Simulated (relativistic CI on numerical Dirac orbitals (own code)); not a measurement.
Calculated at this level of theory: Dirac-Coulomb-Breit CI, orbitals from a KLI potential per configuration, a model potential for QED, unscaled Slater integrals (own radial code, finite nucleus).

Configuration list (outside the closed core 1s2): 2s²2p⁵, 2s2p⁶, 2p⁶3s, 2p⁶3p, 2p⁶3d, 2s²2p⁴3s, 2s²2p⁴3p, 2s²2p⁴3d, 2s2p⁵3s, 2s2p⁵3p, 2s2p⁵3d, 2s²2p⁴4s, 2s²2p⁴4p, 2s²2p⁴4d, 2s²2p⁴4f, 2s2p⁵4s, 2s2p⁵4p, 2s2p⁵4d, 2s2p⁵4f, 2s²2p³3s², 2s²2p⁴5s, 2s²2p³3s3p, 2s²2p⁴5p, 2s²2p⁴5d, 2s²2p⁴5f, 2s²2p⁴5g, 2s²2p³3p², 2s²2p³3s3d, 2s²2p³3p3d, 2s2p⁴3s², 2s²2p³3d², 2s2p⁴3s3p, 2s2p⁵5s, 2s2p⁴3p², 2s2p⁴3s3d, 2s2p⁵5p. Levels of other configurations are missing.

At this charge energies of transitions that change n are usually good to better than 1 %, and those within a shell (Δn = 0) to a few per cent.

Outline of the computed level scheme of Pd XXXVIII. Lowest level of each configuration: 2s²2p⁵ ²P°3/2 at 0.00 eV; 2s2p⁶ ²S1/2 at 412.85 eV; 2s²2p⁴3s ⁴P5/2 at 3024.92 eV; 2s²2p⁴3p ⁴P°3/2 at 3093.66 eV; 2s²2p⁴3d ⁴D3/2 at 3220.10 eV.

Some strong electric-dipole decays among the lowest 45 levels: 2s²2p⁴3d ²D5/2 → 2s²2p⁵ ²P°3/2 (1.5e+14 s⁻¹); 2s²2p⁴3d ²D5/2 → 2s²2p⁵ ²P°3/2 (1.4e+14 s⁻¹); 2s²2p⁴3d ²D3/2 → 2s²2p⁵ ²P°3/2 (1.3e+14 s⁻¹); 2s²2p⁴3d ²P1/2 → 2s²2p⁵ ²P°3/2 (1.0e+14 s⁻¹); 2s²2p⁴3d ²D3/2 → 2s²2p⁵ ²P°3/2 (7.2e+13 s⁻¹); 2s²2p⁴3d ⁴F5/2 → 2s²2p⁵ ²P°3/2 (6.6e+13 s⁻¹); 2s²2p⁴3s ²S1/2 → 2s²2p⁵ ²P°1/2 (2.9e+13 s⁻¹); 2s²2p⁴3s ²P3/2 → 2s²2p⁵ ²P°3/2 (2.7e+13 s⁻¹).

LS names give the leading component of a level, which can be under half, so a name can repeat, a term be missing and a line seem to break the LS rules.
